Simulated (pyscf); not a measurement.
Cl–SiH•–Cl, doublet

Gas-phase minimum from PySCF at ωB97X-D3(BJ)/def2-SVP, one conformer. 

```xyz
4

Cl     1.8556     0.1280    -1.1768
Si     0.3838     0.1686     0.2629
Cl     1.1348    -0.5538     2.0390
H     -0.7223    -0.7325    -0.1760
```
Charge 0, spin multiplicity 2.

Bond lengths (Å): Cl1–Si2 2.059, Si2–Cl3 2.059, Si2–H4 1.493. Angles (°): Cl1–Si2–Cl3 109.6, Cl1–Si2–H4 108.2, Cl3–Si2–H4 108.2.

Properties at ωB97X-D3(BJ)/def2-SVP:

- Harmonic wavenumbers, unscaled: 181, 536, 599, 672, 768, 2220 cm⁻¹
- Zero-point energy: 7.1 kcal/mol
- Rotational symmetry number: 1
- Entropy of this conformer at 298 K and 1 atm, rigid rotor and harmonic oscillator, modes under 100 cm⁻¹ raised to 100: 296.1 J/(mol K)
- Dipole moment: 1.30 D
- Spin expectation value S2: 0.752

Single-point totals, which compare only within one level (frozen core for MP2 and CC):

| level | total energy (hartree) |
|---|---|
| ωB97X-D3(BJ)/def2-TZVP | -1210.61298 |
| PBE/def2-TZVP | -1210.05681 |
| r²SCAN/def2-TZVP | -1210.49756 |
| B3LYP-D3(BJ)/def2-TZVP | -1210.63766 |
| PBE0-D3(BJ)/def2-TZVP | -1210.16158 |
| M06-2X/def2-TZVP | -1210.53014 |
| ωB97M-D3(BJ)/def2-TZVP | -1210.72015 |
| UHF/def2-TZVPP | -1208.61527 |
| MP2/def2-TZVPP | -1209.08887 |
| CCSD/def2-TZVPP | -1209.13098 |
| CCSD(T)/def2-TZVPP | -1209.15323 |

The CCSD(T) − MP2 part came from Ansatz, without density fitting, on the same reference.
